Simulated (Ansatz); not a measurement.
Ansatz results at the PBE0-D4/def2-TZVP geometry: HOMO–LUMO gap (ωB97M-V/def2-TZVPP) 11.57 eV; LUMO energy (ωB97M-V/def2-TZVPP) 2.22 eV; LUMO energy (PBE0/def2-TZVPP) 0.63 eV.

Each molecule was computed in one conformer, which needn't be the lowest.

Q: Which molecule gave them?
A. `P[SiH2]C1CC1`
B. `C[O][SbH][NH2]`
C. `OC(F)[SiH2][SiH3]`
D. `N[SiH2][O][GeH3]`

A: A. The others give `OC(F)[SiH2][SiH3]`: 12.10, 1.74, 0.02; `C[O][SbH][NH2]`: 10.42, 1.14, -0.53; `N[SiH2][O][GeH3]`: 12.12, 2.01, 0.27.
